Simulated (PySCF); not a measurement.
# Tl: ionisation energy

Tl [Xe] 4f14 5d10 6s2 6p1 (2P) → Tl⁺ [Xe] 4f14 5d10 6s2 (1S), as a difference of total energies. Computed with PySCF 2.14 in aug-cc-pwCVTZ-DK3 with one added diffuse shell each of s, d, f type (12s10p9d6f1g, 138 functions), with scalar relativity by spin-free X2C-1e. The calculations carry no spin-orbit coupling.

```json
{"method": "UHF", "ionisation energy (eV)": "4.997"}
{"method": "M06-2X", "ionisation energy (eV)": "5.357"}
{"method": "B97-3", "ionisation energy (eV)": "5.230"}
```

**Question.** Which method comes closest to the reference value, and which is furthest?

**Answer.** The reference is 5.464 eV (measured; NIST levels, between the centres of gravity of the two terms). Closest: M06-2X (error -0.107 eV); furthest: UHF (error -0.467 eV).
